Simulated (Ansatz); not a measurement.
The same path of ClH + GeH4O (8 atoms, charge 0, multiplicity 1) was run 3 times with different band settings. Lost on the way: Ge1–O2, H6–Cl7. Made: Ge1–Cl7, O2–H6.

Computed with RKS BHLYP-D4/def2-SVP (Ansatz 0.2.0).

Relaxed end points:

```xyz
8
Properties=species:S:1:pos:R:3
Ge -0.424 -0.810 0.531
O 0.826 0.466 0.358
H -0.252 -1.670 -0.712
H -0.126 -1.590 1.814
H -1.803 -0.156 0.606
H 0.660 1.192 -1.259
Cl 0.205 1.507 -2.438
H 0.915 1.061 1.100
```

```xyz
8
Properties=species:S:1:pos:R:3
Ge -0.656 -1.017 -0.188
O 1.160 1.313 0.836
H -1.506 -2.140 -0.783
H 0.563 -1.565 0.534
H -1.513 -0.087 0.659
H 1.315 1.304 -0.109
Cl 0.044 0.121 -1.918
H 0.593 2.070 0.969
```

Common settings: movable images 9; climbing image yes; optimiser quadratic models (default); force threshold 0.05 eV/Å; iteration limit 60; end points relaxed.

| run | spring | start path |
| --- | --- | --- |
| 1 | 5.0 eV/Å² | through a guess of the saddle point |
| 2 | 5.0 eV/Å² | straight line |
| 3 | 0.1 eV/Å² | through a guess of the saddle point |

(1) What does each run give, and how far can it be trusted?

Results:

(1) Run 1: converged after 36 iterations, highest image 0.693 eV above the first end. The profile has 2 maxima (images 5, 8) with wells between them (image 7): this band takes more than one step, which may be the mechanism or a detour left from its start path. A vibrational analysis at the climbing image gives one clearly imaginary mode, 162i cm⁻¹: a first-order saddle point.
Run 2: converged after 38 iterations, highest image 0.693 eV above the first end. The profile has 2 maxima (images 3, 8) with wells between them (image 6): this band takes more than one step, which may be the mechanism or a detour left from its start path. Another band between the same ends (9 images) ends at a top of the same energy, where a vibrational analysis finds 1 clearly imaginary mode.
Run 3: converged after 31 iterations, highest image 0.693 eV above the first end. Beside the main top the profile has a ripple of under 15 meV (maxima at images 5, 8), which may be a very shallow well or noise. Another band between the same ends (9 images) ends at a top of the same energy, where a vibrational analysis finds 1 clearly imaginary mode.
The orbitals stay closed-shell, which can raise the energy where a bond breaks towards radicals; this wasn't checked here.
